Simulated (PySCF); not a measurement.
## Calculated data, AlBH$_{5}$N$_{2}$, AlH$_{3}$N

All values are calculated (PySCF 2.14.0). Calculation on a computer-drawn molecule: the log of a Hartree-Fock and frozen-core CCSD(T) single point meant for a local Hartree-Fock minimum, with one planted fault or none, to be diagnosed. Offsets are logged minus clean, where the clean run is the same molecule without the fault. The reference is restricted for singlets and unrestricted otherwise, and also for a bond in bohr or an excited solution. Adding or removing an electron swaps singlet and doublet. The excited solution moves the top pair (singlet) or top alpha electron (doublet) to the lowest empty orbital. Highest occupied and lowest empty are orbital energies over both spins, largest force is the largest gradient component, triples share is (T) over the correlation energy, the T1 limit is 0.02 restricted and 0.045 unrestricted, electrons count all cores, a negative frequency is imaginary (commonest isotopes), and the dipole is about the centre of nuclear charge.

Common to all runs: meant charge 1; meant multiplicity 1; meant basis cc-pV(D+d)Z; logged SCF converged yes; logged CC converged yes; logged SCF stable within its kind yes; possible faults no fault, one electron removed, one electron added, multiplicity raised by two, geometry at a saddle point, SCF held on an excited solution, minimal basis STO-3G, one bond length entered in bohr, all coordinates scaled.

(1) 
```xyz
9
formula=AlBH5N2 logged_electrons=36 logged_basis_functions=90 logged_spin_squared=0 logged_highest_occupied=-15.339 logged_lowest_empty=-3.8061 logged_largest_force=0.018565 logged_T1_diagnostic=0.015673 logged_D1_diagnostic=0.051842 logged_triples_share=0.026255 logged_dipole_magnitude=5.1489 logged_energy_HF=-378.23518 logged_energy_CCSD(T)=-378.74536 planted_fault=all_coordinates_scaled,by_-1.6_% HF_energy_offset_from_clean_run=1.492 CCSD(T)_energy_offset_from_clean_run=3.426
N     -0.5567     0.4472     1.3877
B     -0.1956     0.1916     0.1591
Al     0.3779    -0.2704    -1.8981
N      1.6013     0.7797    -2.4609
H     -0.1318     1.1510     1.9449
H     -1.2836    -0.0475     1.8505
H     -0.3826    -1.4407    -2.5200
H      2.0367     1.5217    -1.9762
H      1.9905     0.7222    -3.3694
```

Units: logged_highest_occupied, logged_lowest_empty in eV; logged_largest_force in hartree/bohr; logged_dipole_magnitude in debye; logged_energy_HF, logged_energy_CCSD(T) in hartree; HF_energy_offset_from_clean_run, CCSD(T)_energy_offset_from_clean_run in kcal/mol.

Drawn bonds:
```
atom  other atom  order
   1           2      1
   2           3      1
   3           4      1
   1           5      1
   1           6      1
   3           7      1
   4           8      1
   4           9      1
```

(2) 
```xyz
5
formula=AlH3N logged_electrons=22 logged_basis_functions=52 logged_spin_squared=2.0235 logged_highest_occupied=-11.515 logged_lowest_empty=-6.8844 logged_largest_force=0.093055 logged_T1_diagnostic=0.088192 logged_D1_diagnostic=0.39034 logged_triples_share=0.019884 logged_dipole_magnitude=4.6317 logged_energy_HF=-297.72844 logged_energy_CCSD(T)=-297.9433 planted_fault=multiplicity_raised_by_two HF_energy_offset_from_clean_run=92.52 CCSD(T)_energy_offset_from_clean_run=113
N     -0.0312     2.9083     0.9518
Al     0.6600     2.4755    -0.5486
H     -0.8120     3.5337     1.0761
H      0.2771     2.5788     1.8533
H      1.2822     2.0862    -1.8995
```

Units: logged_highest_occupied, logged_lowest_empty in eV; logged_largest_force in hartree/bohr; logged_dipole_magnitude in debye; logged_energy_HF, logged_energy_CCSD(T) in hartree; HF_energy_offset_from_clean_run, CCSD(T)_energy_offset_from_clean_run in kcal/mol.

Drawn bonds:
```
atom  other atom  order
   1           2      1
   1           3      1
   1           4      1
   2           5      1
```

Notes: T1 above single-reference limit.
